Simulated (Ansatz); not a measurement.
CH5Cl3Si2, SMILES `Cl[SiH2]C[SiH](Cl)Cl`, 11 atoms. Total charge 0; spin multiplicity 1. Hardware: A = 2 threads of a server CPU on a shared host; B = 2 threads of an AMD EPYC 7R13 on a shared host and a share of an NVIDIA H100 80 GB. Correlated methods freeze the cores. Open-shell runs search over several starts.

**Question.** How many basis functions does each run have, and how long does it take in Ansatz? UKS PBE-D4/def2-TZVPP energy of the cation [A]; RKS ωB97M-V/def2-QZVPP energy [B]; UKS B3LYP-D4/def2-TZVPP energy of the cation [A]; RKS B3LYP-D4/def2-TZVPP energy and forces [A]; RHF-CCSD(T)/def2-SVP energy [A]; UKS r2SCAN-D4/def2-TZVPP energy of the cation [A]; RKS PBE0-D4/def2-SVP energy [A]; RKS PBE0-D4/def2-TZVP relaxation (11 steps) [B]; RKS ωB97X-V/def2-TZVPP energy [A]; direct RPA on PBE orbitals/def2-TZVPP energy [A]; RKS B97M-V/def2-TZVPP energy [A]; RKS PBE0-D4/def2-QZVPP energy [B]. (An estimate is asked.)

**Answer.** The calculation gave: Other jobs shared the machine, so times are rough.

```csv
level,job,functions,wall time,peak host memory (GiB)
RKS PBE0-D4/def2-SVP,energy [A],129,7 s,0.66
RKS PBE0-D4/def2-QZVPP,energy [B],557,10 s,1.1
RKS ωB97M-V/def2-QZVPP,energy [B],557,13 s,1.2
direct RPA on PBE orbitals/def2-TZVPP,energy [A],311,26 s,0.89
RHF-CCSD(T)/def2-SVP,energy [A],129,26 s,0.67
RKS B3LYP-D4/def2-TZVPP,energy and forces [A],311,31 s,1.4
RKS B97M-V/def2-TZVPP,energy [A],311,36 s,0.73
RKS ωB97X-V/def2-TZVPP,energy [A],311,36 s,1.6
RKS PBE0-D4/def2-TZVP,relaxation (11 steps) [B],246,47 s,0.92
UKS PBE-D4/def2-TZVPP,energy of the cation [A],311,79 s,0.86
UKS r2SCAN-D4/def2-TZVPP,energy of the cation [A],311,97 s,0.93
UKS B3LYP-D4/def2-TZVPP,energy of the cation [A],311,3.1 min,1.9
```

B3LYP here is the variant with VWN-RPA as its local correlation; programs differ in this.
